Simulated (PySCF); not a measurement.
BeClH₃Si. Atoms are numbered in the order given.

```xyz
6

Be     0.0000     0.0000    -0.2093
Cl     0.0000     0.0000    -2.0121
Si     0.0000     0.0000     1.9647
H      1.2009     0.6933     2.5121
H      0.0000    -1.3867     2.5121
H     -1.2009     0.6933     2.5121
```
Charge 0, spin multiplicity 1.

Geometry optimised at PBE0-D3(BJ)/def2-TZVP.

Computed with PBE0/pcSseg-2 (PySCF).

GIAO shieldings, no solvent; atoms alike by connectivity are averaged. δ = σ(ref) − σ: ³⁵Cl against HCl (σ = 943.3 ppm); ²⁹Si against TMS (σ = 341.9 ppm); ¹H against TMS (σ = 31.54 ppm), references at their B3LYP-D3(BJ)/def2-TZVP geometries, non-relativistic (without spin–orbit terms, shifts of atoms bonded to Cl or Br come out too high).

```
nucleus       atoms  count  δ (ppm)
-------  ----------  -----  -------
³⁵Cl            Cl2      1    101.0
²⁹Si            Si3      1   -146.1
¹H       H4, H5, H6      3     3.20
```
